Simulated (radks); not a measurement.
Removal energies from the zirconium ion Zr11+, [Ar] 3d10 4s1, by Delta-SCF beside the eigenvalue of the level emptied. Method: Dirac Kohn-Sham, BLYP, spin-unpolarised, spherical densities, finite nucleus; Fermi nuclear charge, rms radius of each element as measured or else 0.836 A^(1/3) + 0.57 fm; computed with a radial shooting solver on a logarithmic mesh with Libxc functionals. Sub-shells are occupied by j as written (lower j first in brackets).

removed from                   final configuration  Delta-SCF (eV)  -eigenvalue (eV)
4s1/2                                    [Ar] 3d10          238.12            227.47
3d5/2                  [Ar] 3d(3/2: 4, 5/2: 5) 4s1          399.13            376.15
3d3/2                  [Ar] 3d(3/2: 3, 5/2: 6) 4s1          401.84            378.74
3p3/2         [Ne] 3s2 3p(1/2: 2, 3/2: 3) 3d10 4s1          537.81            515.54
